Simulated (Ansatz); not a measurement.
This geometry of Cl3H4NOZr (10 atoms, charge 0, multiplicity 1) is a first-order saddle point.

All numbers below come from RKS PBE-D4/def2-SVP in Ansatz.

```xyz
10
Properties=species:S:1:pos:R:3
Zr 0.161 -0.251 0.068
N 0.219 -0.061 2.234
H -0.689 0.046 2.708
H 0.847 0.647 2.640
Cl 2.135 0.413 -1.021
Cl -1.256 1.636 -0.153
Cl -1.223 -1.824 -1.048
O 1.039 -2.022 1.125
H 0.720 -2.942 1.079
H 0.733 -1.411 2.000
```

Question: Which two structures does it join? (They come from a converged band through this point; their orientation in space is the band's.)

Answer: Bonds broken: O8–H10. Bonds formed: N2–H10.

First end point:

```xyz
10
Properties=species:S:1:pos:R:3
Zr -0.069 -0.117 0.315
N -0.071 0.366 2.265
H -0.483 1.214 2.671
H 0.343 -0.212 3.005
Cl 2.082 0.012 -0.762
Cl -1.215 1.771 -0.509
Cl -1.512 -1.955 -0.273
O 1.092 -2.014 1.238
H 1.942 -2.040 0.750
H 0.578 -2.792 0.931
```

Last end point:

```xyz
10
Properties=species:S:1:pos:R:3
Zr 0.063 -0.634 0.015
N 0.578 0.126 2.281
H -0.274 0.360 2.810
H 1.189 0.954 2.299
Cl 2.117 0.502 -0.443
Cl -1.932 0.617 0.435
Cl -0.434 -1.472 -2.153
O 0.213 -2.335 0.932
H 0.104 -3.263 0.661
H 1.063 -0.624 2.795
```

Question: How far does it lie above each of them?

Answer: 0.297 eV above the first and 1.202 eV above the second. This is the barrier of this one path; another mechanism may lie lower. The orbitals stay closed-shell, which can raise the energy where a bond breaks towards radicals; this wasn't checked here.

Time of the run: 4 min on 4 threads of Arm Neoverse V1 (shared host), peak memory 0.21 GiB.
